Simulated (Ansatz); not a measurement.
`[Br][Al]1[NH][SiH2]1` + NH₃ → `[NH2][Al]1[NH][SiH2]1` + HBr at 500 K and 1 bar (ligand exchange at the Al–Br bond).

Calculated with Ansatz (gas phase, PBE0-D4/def2-TZVP geometries, no zero-point term in ΔE). CCSD(T)/CBS is the MP2 limit (def2-TZVPP, def2-QZVPP) plus CCSD(T) − MP2 in def2-TZVPP, frozen cores. This one scheme is used for every species. For Br outer-core shells are correlated without core-valence functions, which leaves a few kJ/mol of doubt a bond. Scalar relativity is left out up to krypton. One conformer a species, not always the lowest.

| species | CCSD(T)/CBS energy (Eh) | H − E (kJ/mol) | S (J/(mol·K)) |
| --- | --- | --- | --- |
| `[Br][Al]1[NH][SiH2]1` | -3160.99285 | 127.6 | 385.2 |
| NH₃ | -56.50880 | 108.2 | 211.8 |
| `[NH2][Al]1[NH][SiH2]1` | -643.55146 | 196.1 | 385.1 |
| HBr | -2573.91920 | 30.5 | 213.7 |

H − E and S are ideal-gas, rigid-rotor, harmonic terms from PBE0-D4/def2-TZVP, for one conformer and one mirror image of each species. 1 Eh = 2625.50 kJ/mol, R = 8.31446 J/(mol·K).

Question: By hand: ΔE, ΔH, ΔS and ΔG.

Answer: ΔE = (-643.55146) + (-2573.91920) − (-3160.99285) − (-56.50880) = 0.03099 Eh = 81.4 kJ/mol. Δ(H − E) = 196.1 + 30.5 − 127.6 − 108.2 = -9.2, so ΔH = 72.2 kJ/mol. ΔS = 385.1 + 213.7 − 385.2 − 211.8 = 1.8 J/(mol·K). ΔG = 72.2 − 500 × (1.8)/1000 = 71.3 kJ/mol.

Question: By hand: the equilibrium constant, and the temperature at which ΔG would vanish if ΔH and ΔS stayed fixed.

Answer: log₁₀ K = −ΔG/(RT ln 10) = -7.4. ΔG = 0 at ΔH/ΔS = 40111 K, far beyond where these terms or the molecules hold.

The number of gas molecules stays the same, so ΔS is small and ΔH decides. A doubt of 5 kJ/mol in ΔE shifts log₁₀ K by 0.5 here. Other conformers and mirror images would add mixing entropy, several J/(mol·K) or more a flexible species. These are equilibria of isolated gas molecules and say nothing of rates. Largest T1 diagnostic: 0.013 (customary marks: 0.02 for closed shells, 0.045 for open ones).
